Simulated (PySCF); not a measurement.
## Excitation energy of Al⁺ by level of theory

Al⁺ [Ne] 3s2 (1S) → Al⁺ [Ne] 3p2 (3P), as a difference of total energies. Computed with PySCF 2.14 in dyall-av3z (19s12p3d2f, 84 functions), with no relativity, point nucleus. Correlated levels: valence: [Ne] frozen; virtual orbitals above 40 to 60 times the deepest correlated orbital energy dropped. The calculations carry no spin-orbit coupling.

| method | excitation energy (eV) | error (eV) |
| --- | --- | --- |
| UHF | 10.619 | -1.061 |
| MP2 (valence) | 11.232 | -0.448 |
| SCS-MP2 (valence) | 11.498 | -0.182 |
| CCSD (valence) | 11.453 | -0.227 |

Reference: 11.680 eV (measured; NIST levels, between the centres of gravity of the two terms).

Errors of the correlated levels include the incompleteness of this basis and the frozen core.

With two correlated electrons CCSD is exact in that space.
